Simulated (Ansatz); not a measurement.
Molecule: dimethylborinic acid, C₂H₇BO, charge 0, multiplicity 1. 
Coordinates optimised at B3LYP-D3(BJ)/def2-TZVP (Ansatz, a quantum-chemistry and plane-wave program):
```
B
O 1 1.3670
H 2 0.9631 1 113.53
C 1 1.5715 2 116.87 3 -178.60
H 4 1.0907 1 112.96 2 -12.35
H 4 1.0935 5 108.91 1 124.97
H 4 1.0963 5 107.65 6 114.19
C 1 1.5780 2 121.14 3 1.54
H 8 1.0933 1 111.57 2 -135.27
H 8 1.0937 9 108.06 1 -126.66
H 8 1.0960 9 105.72 10 -114.63
```
Charge 0, spin multiplicity 1.

Basis-set convergence of Hartree-Fock and CCSD(T) correlation energies (hartree) with Ansatz. Correlated levels leave the core frozen unless marked. No spin-orbit coupling. Non-relativistic.

```tsv
basis	functions	E(HF)	E(corr, CCSD(T))	rough core time
cc-pVDZ	91	-179.44351	-0.62619	under 20 s
cc-pVTZ	218	…	…	2.6 min
```

**Question.** Some entries are withheld; supply them.

**Answer.** 
- cc-pVTZ, E(HF): -179.49987
- cc-pVTZ, E(corr, CCSD(T)): -0.76557
